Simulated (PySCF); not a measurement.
Br₅W, SMILES [Br][W+]([Br])([Br])([Br])[Br], charge +1, multiplicity 1. Geometry optimised at B3LYP-D3(BJ)/def2-SVP. The spin state was assumed, not searched. The def2 effective core potentials stand for the cores of W; spin–orbit coupling is left out.

Question: Give the equilibrium geometry at B3LYP-D3(BJ)/def2-SVP (PySCF confirms it by a frequency run) as Cartesian coordinates in Å, and its point group. (Estimate from the structure and the level; the computed values follow.)

Answer: point group D3h.
```xyz
6

W      0.0000     0.0000     0.0000
Br     0.0000     0.0000     2.4393
Br     0.0000     0.0000    -2.4393
Br     2.3899     0.0000     0.0000
Br    -1.1950     2.0698     0.0000
Br    -1.1950    -2.0698     0.0000
```
Charge +1, spin multiplicity 1.
